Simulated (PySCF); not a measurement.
**Calculated properties of `C/N=C\C(C#N)=C(C)C`**

Species: C7H10N2.
Atom-mapped SMILES: `[CH3:1]/[N:2]=[CH:3]\[C:4]([C:5]#[N:6])=[C:7]([CH3:8])[CH3:9]` (hydrogens: H10, H11, H12 on C1; H13 on C3; H14, H15, H16 on C8; H17, H18, H19 on C9)

Among its groups: nitrile, imine and C=C double bond.

**GFN2-xTB geometry**

```
Point group of the GFN2-xTB geometry                  : C1
Rotational constants A, B, C of the GFN2-xTB geometry : 2.306, 1.283, 0.880 GHz
```

From PBE0/pcSseg-1 ground state and GIAO shieldings, non-relativistic (PySCF):

```
Dipole moment                                               : 4.46 D
HOMO energy                                                 : -7.13 eV
LUMO energy                                                 : -1.77 eV
HOMO–LUMO gap                                               : 5.36 eV
Lowest Hirshfeld atomic charge                              : -0.22 e on N6
Highest Hirshfeld atomic charge                             : +0.08 e on C5
13C chemical shifts (computed TMS as zero) by class         : 173.6 (C7), 155.1 (C3), 121.9 (C5), 109.7 (C4), 45.1 (C1), 29.1 (C9), 22.0 (C8) ppm
1H chemical shifts (computed TMS as zero) by class          : 7.91 (H13), 4.00 (H10/H11/H12), 2.42 (H17/H18/H19), 2.12 (H14/H15/H16) ppm
Isotropic shieldings of nuclei other than C and H, by class : -129 (N2), -60 (N6) ppm
Mayer bond orders between heavy atoms                       : C1–N2 0.98, N2–C3 1.98, C3–C4 1.01, C4–C5 1.04, C5–N6 2.99, C4–C7 1.63, C7–C8 1.10, C7–C9 1.12
```

Monoisotopic mass (most abundant isotopes): 122.0844 u.

The rotational constants make it an asymmetric top with κ = (2B − A − C)/(A − C) = -0.43, nearer the prolate limit (−1). The dipole matches unit charges of opposite sign 0.93 Å apart (1 e·Å = 4.8032 D). With B = h/(8π²I), that is 505.379 GHz u Å² over I, the principal moments of inertia are 219.1, 393.8 and 574.5 u Å² (most abundant isotopes); the inertial defect Ic − Ia − Ib is -38.4 u Å² (zero for a rigid planar frame, negative otherwise).

Isolated species at its GFN2-xTB geometry (one conformer only). NMR classes are plain means over equivalent atoms (diastereotopic ones count apart unless rotation or inversion swaps them), as if these changed places fast; in this geometry the members of some classes differ.

Shape of the structure used: `[CH3:1]/[N:2]=[CH:3]\[C:4]([C:5]#[N:6])=[C:7]([CH3:8])[CH3:9]`: N2–C3–C4–C5 -38°.
